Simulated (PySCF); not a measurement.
## SrCl⁻: one state, many levels of theory

State: ¹Σ⁺ (singlet), closed shell. Set-up: PySCF, scalar-relativistic core potentials, basis sets Sr def2-SVPD with ECP28, Cl def2-SVPD. De refers to Sr + Cl⁻ in their ground configurations, without counterpoise correction. A positive dipole points towards Cl; it is taken about the centre of mass and depends on that origin.

```json
{"Level": "RHF", "Re (Å)": "2.807", "ωe (cm⁻¹)": "224", "De (eV)": "n/a", "μ (D)": "1.65", "CPU s a point (SCF and correlation, without the integrals)": "0.078"}
{"Level": "RHF-MP2", "Re (Å)": "2.760", "ωe (cm⁻¹)": "237", "De (eV)": "1.78", "μ (D)": "n/a", "CPU s a point (SCF and correlation, without the integrals)": "0.13"}
{"Level": "RHF-SCS-MP2", "Re (Å)": "2.769", "ωe (cm⁻¹)": "235", "De (eV)": "1.76", "μ (D)": "n/a", "CPU s a point (SCF and correlation, without the integrals)": "n/a"}
{"Level": "RHF-CCSD", "Re (Å)": "2.766", "ωe (cm⁻¹)": "237", "De (eV)": "n/a", "μ (D)": "n/a", "CPU s a point (SCF and correlation, without the integrals)": "n/a"}
{"Level": "RHF-CCSD(T)", "Re (Å)": "2.765", "ωe (cm⁻¹)": "237", "De (eV)": "1.84", "μ (D)": "n/a", "CPU s a point (SCF and correlation, without the integrals)": "2.1"}
{"Level": "PBE", "Re (Å)": "2.738", "ωe (cm⁻¹)": "230", "De (eV)": "1.75", "μ (D)": "0.86", "CPU s a point (SCF and correlation, without the integrals)": "0.62"}
{"Level": "r²SCAN", "Re (Å)": "2.734", "ωe (cm⁻¹)": "239", "De (eV)": "1.91", "μ (D)": "1.27", "CPU s a point (SCF and correlation, without the integrals)": "0.87"}
{"Level": "M06-L", "Re (Å)": "2.741", "ωe (cm⁻¹)": "240", "De (eV)": "1.85", "μ (D)": "1.07", "CPU s a point (SCF and correlation, without the integrals)": "1"}
{"Level": "TPSSh", "Re (Å)": "2.738", "ωe (cm⁻¹)": "235", "De (eV)": "1.83", "μ (D)": "1.43", "CPU s a point (SCF and correlation, without the integrals)": "1"}
{"Level": "B3LYP", "Re (Å)": "2.764", "ωe (cm⁻¹)": "223", "De (eV)": "1.58", "μ (D)": "0.46", "CPU s a point (SCF and correlation, without the integrals)": "0.73"}
{"Level": "PBE0", "Re (Å)": "2.734", "ωe (cm⁻¹)": "235", "De (eV)": "1.78", "μ (D)": "1.12", "CPU s a point (SCF and correlation, without the integrals)": "1.1"}
{"Level": "CAM-B3LYP", "Re (Å)": "2.758", "ωe (cm⁻¹)": "228", "De (eV)": "1.61", "μ (D)": "0.67", "CPU s a point (SCF and correlation, without the integrals)": "1"}
```

Task: Which functional lies closest to RHF-CCSD(T) in De, which farthest, and by how much do they differ from it?

Result: Closest is M06-L (-2.4 pm in Re, +1.3 % in ωe, +0.01 eV in De against RHF-CCSD(T) in the same basis), farthest B3LYP (-0.1 pm in Re, -5.9 % in ωe, -0.26 eV in De). CCSD(T) converges more slowly with the basis than the functionals do and binds too weakly in this one, so the order can change at the basis-set limit.

Task: What does the step from GGA to meta-GGA do here, going from PBE to r²SCAN?

Result: r²SCAN less PBE: -0.4 pm in Re, +3.9 % in ωe, +0.16 eV in De. 

Task: What does second-order correlation do here, going from RHF to RHF-MP2?

Result: RHF-MP2 less RHF: -4.7 pm in Re, +5.8 % in ωe. Correlation nearly always deepens the well. The bond shortens, as in weak, metallic or heavy-atom bonds, where dispersion and the correlation of outer-core electrons pull the atoms together.

Correlated steps freeze 5 core orbitals. Correlated levels converge slowly with the basis: in double zeta they bind strong bonds too weakly, by up to about 1 eV, and carry superposition errors of some tenths. For an ion De counts to the pair picked by the measured ionisation energies or electron affinities, which need not be the lowest pair at this level. The highest Kohn–Sham level is positive in this anion. Much of that is self-interaction error, but it also means that the finite basis helps to hold the extra electron.

The whole job (state search and all levels along the bond) took about 2.3 min on 1 thread of Arm Neoverse V1 (shared host), peak memory 0.63 GiB.
